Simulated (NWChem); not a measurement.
# GeHSBr, singlet; SMILES [SH][Ge][Br]

```xyz
4

Ge     0.8053    -0.6245     0.0000
Br    -0.2266     1.4871     0.0000
S     -1.0880    -1.8165     0.0000
H     -0.4313    -3.0012     0.0000
```
Atoms are numbered in this order, from 1.

Program: NWChem. Low-valent species are run as closed-shell singlets; no triplet was tried in these runs. All runs use the structure optimised with PBE0/def2-SVP. Total energies compare along this basis series because the functional is fixed.

```
level             basis functions  energy (Ha)  highest occupied level (eV)  orbital gap (eV)  dipole (D)  relative time
----------------  ---------------  -----------  ---------------------------  ----------------  ----------  -------------
PBE0/cc-pVDZ                   77   -5049.2720                        -7.35              4.63        2.63              1
PBE0/aug-cc-pVDZ              108   -5049.2792                        -7.47              4.64        2.47              2
PBE0/cc-pVTZ                  134   -5049.4323                        -7.41              4.64        2.48              4
PBE0/aug-cc-pVTZ              191   -5049.4337                        -7.44              4.63        2.42              2
PBE0/cc-pVQZ                  225   -5049.4427                        -7.43              4.64        2.43              3
```

Times are rough ratios from one shared machine.
